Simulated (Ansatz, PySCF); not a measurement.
The Ansatz (a quantum-chemistry and plane-wave program) input:
Ansatz 0.2 input:
```yaml
crystal:
  periodic: [false, false, false]
  atoms:
    - {symbol: Ag, position_ang: [-0.00000000, -0.00000000, -1.54269681]}
    - {symbol: I, position_ang: [0.00000000, 0.00000000, 1.36805189]}
basis:
  gaussian:
    orbitals: def2-SVPD
hamiltonian:
  xc: {name: BHLYP}
magnetization: {spin_polarized: true, initial_magnetization: 2}
accuracy: high
```

Write the same job for PySCF.

Several could match; the one computed here: 
```python
from pyscf import gto, scf, dft

mol = gto.Mole()
mol.atom = '''
    Ag   -0.000000   -0.000000   -1.542697
    I     0.000000    0.000000    1.368052
'''
mol.basis = 'def2-svpd'
mol.ecp = {'Ag': 'def2-svpd', 'I': 'def2-svpd'}
mol.charge = 0
mol.spin = 2
mol.verbose = 4
mol.build()

mf = dft.UKS(mol)
mf.xc = 'bhandhlyp'
mf.grids.atom_grid = (99, 590)
mf.grids.prune = None
mf.kernel()
```

Both were run: Ansatz gave -444.468748 Eh and PySCF -444.468747 Eh, 0.002 mEh apart.
